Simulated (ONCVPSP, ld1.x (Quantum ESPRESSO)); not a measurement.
**Pseudopotentials across the periodic table**

Generated with ld1.x 7.5 (TM, RRKJ, ultrasoft, PAW), atompaw 4.2 or ONCVPSP 4.0.1. The cutoff is in Ry: for ld1.x and atompaw files where the sum of valence levels is converged to 10 mRy in a Bessel basis, for ONCV files where the hardest occupied wave has 1 mHa per electron of residual kinetic energy. The error is the largest all-electron minus pseudo excitation energy over each file’s own four to seven test configurations (ionisations up to +4, promotions, holes and added fractions of an electron), all of which were solved. The labels leave out finer settings (local radius, basis sizes, second energies), which also bear on the numbers. Spin-polarised tests are not counted. The rows are a selection from randomly drawn settings: files with unsolved tests, undetermined cutoffs or missed reference levels are left out.

A true bound ghost makes a file unfit for plane-wave use even where its test errors are small: the radial tests pick states by their node count and pass the ghost by.

| element | potential | cutoff (Ry) | largest error (meV) | bound ghosts |
| --- | --- | --- | --- | --- |
| O | ONCV, PW91, scalar-relativistic, rc 0.90/1.10/0.90 (spd), local s, core correction yes, reference 2s2 2p3.5, qcut 7/10.6/12.3, projectors 0/2/2 | 216 | +262 | none |
| Si | ONCV, PBE, scalar-relativistic, rc 2.04/2.10 (sp), local s, core correction no, reference 3s2 3p1, qcut 4.9/4.2, projectors 0/3 | 16 | +67 | p |
| Rb | ONCV, BLYP, scalar-relativistic, rc 2.55/2.10/2.20 (spd), local smoothed, core correction yes, reference 4s2 4p6 5s1, qcut 4.7/7.3/4.2, projectors 3/1/3 | 25 | -199 | none |
| Pd | RRKJ, PBE, scalar-relativistic, rc 1.00/1.20/1.20 (spd), local s, core correction yes, reference 4s2 4p6 4d10 5s0 5p0 | 140 | +130 | none |
| Te | ONCV, PBEsol, scalar-relativistic, rc 1.15/1.25/1.30 (spd), local smoothed, core correction no, reference 4s2 4p6 4d10 5s2 5p4, qcut 10.7/10.9/13, projectors 2/2/2 | 103 | -23 | none |
| Pt | ONCV, PBE, scalar-relativistic, rc 1.60/1.85/2.10 (spd), local smoothed, core correction no, reference 5s2 5p6 5d9 6s1, qcut 8.2/7/8.1, projectors 2/2/2 | 47 | -26 | none |
| Pb | ONCV, LDA (Perdew-Zunger), scalar-relativistic, rc 1.80/2.85/1.65/0.70 (spdf), local smoothed, core correction yes, reference 4f14 5d10 6s2 6p2, qcut 2.8/3/9.1/26.3, projectors 2/1/3/2 | 611 | -101 | s, p |
| Pb | ONCV, PBEsol, fully relativistic, rc 1.90/2.15 (sp), local smoothed, core correction yes, reference 6s2 6p2, qcut 3.2/4, projectors 2/2 | 21 | -582 | p3/2, s |

Fill in the row for Br: ONCV, PBE, scalar-relativistic, rc 1.45/1.75/1.75 (spd), local smoothed, core correction yes, reference 4s2 4p3, qcut 4.3/4.7/6.4, projectors 3/2/2.

cutoff 67 Ry, largest error -14 meV, bound ghosts: none.
